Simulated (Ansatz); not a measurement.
`[SiH3][AsH][SiH3]` + `C#CN` → `C#CN[AsH][SiH3]` + SiH₄ at 400 K and 1 bar (cleavage of the As–Si bond).

Gas-phase electronic energies from Ansatz, PBE0-D4/def2-TZVP geometries. CCSD(T)/CBS is the MP2 limit (def2-TZVPP, def2-QZVPP) plus CCSD(T) − MP2 in def2-TZVPP, frozen cores. This one scheme is used for every species. For As outer-core shells are correlated without core-valence functions, which leaves a few kJ/mol of doubt a bond. Scalar relativity is left out up to krypton. One conformer a species, not always the lowest.

| species | CCSD(T)/CBS energy (Eh) | H − E (kJ/mol) | S (J/(mol·K)) |
| --- | --- | --- | --- |
| `[SiH3][AsH][SiH3]` | -2817.37686 | 186.3 | 392.8 |
| `C#CN` | -132.52893 | 136.4 | 272.8 |
| `C#CN[AsH][SiH3]` | -2658.41225 | 216.5 | 423.1 |
| SiH₄ | -291.46306 | 96.9 | 218.6 |

H − E and S are ideal-gas, rigid-rotor, harmonic terms from PBE0-D4/def2-TZVP, for one conformer and one mirror image of each species. 1 Eh = 2625.50 kJ/mol, R = 8.31446 J/(mol·K).

Q: By hand: ΔE, ΔH, ΔS and ΔG.

A: ΔE = (-2658.41225) + (-291.46306) − (-2817.37686) − (-132.52893) = 0.03048 Eh = 80.0 kJ/mol. Δ(H − E) = 216.5 + 96.9 − 186.3 − 136.4 = -9.3, so ΔH = 70.7 kJ/mol. ΔS = 423.1 + 218.6 − 392.8 − 272.8 = -23.9 J/(mol·K). ΔG = 70.7 − 400 × (-23.9)/1000 = 80.3 kJ/mol.

Q: By hand: the equilibrium constant, and the temperature at which ΔG would vanish if ΔH and ΔS stayed fixed.

A: log₁₀ K = −ΔG/(RT ln 10) = -10.5. ΔH and −TΔS have one sign here, so there is no such temperature.

ΔH outweighs TΔS. A doubt of 5 kJ/mol in ΔE shifts log₁₀ K by 0.7 here. Other conformers and mirror images would add mixing entropy, several J/(mol·K) or more a flexible species. Modes under 60 cm⁻¹, often nearly free rotors, make the harmonic entropy too high. These are equilibria of isolated gas molecules and say nothing of rates. Largest T1 diagnostic: 0.013 (customary marks: 0.02 for closed shells, 0.045 for open ones).
